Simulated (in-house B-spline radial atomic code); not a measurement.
A fraction x of an electron is removed from 3d in Nb2+, starting from [Kr] 4d3 and keeping the highest spin. All numbers are computed (scalar-relativistic (X2C) AM05, spin-polarised, spherical fractional occupations; Fermi nucleus of rms radius 4.324 fm) with an all-electron radial atomic-structure program (B-spline basis), not measured.

```csv
x,E(x) - E(0) (eV),3d down level (eV)
0,0.0000,-213.576
0.1,21.5176,-216.780
0.14,30.2146,-218.071
0.36,78.9773,-225.250
0.41,90.2810,-226.901
0.5,110.8364,-229.889
0.58,?,?
0.72,162.2232,-237.285
0.84,190.9424,-241.373
0.92,?,?
1,230.0017,-246.879
```

Q: What belongs in the row x = 0.58?

A: An energy change of 129.3344 eV; 3d down at -232.564 eV.

Q: What belongs in the row x = 0.92?

A: An energy change of 210.3619 eV; 3d down at -244.118 eV.

Q: Check Janak's theorem between x = 0.1 and 0.14.

A: The slope of the energy is 217.42 eV; the orbital levels give 217.43 eV (-ε of the emptying orbital, averaged over the two points).
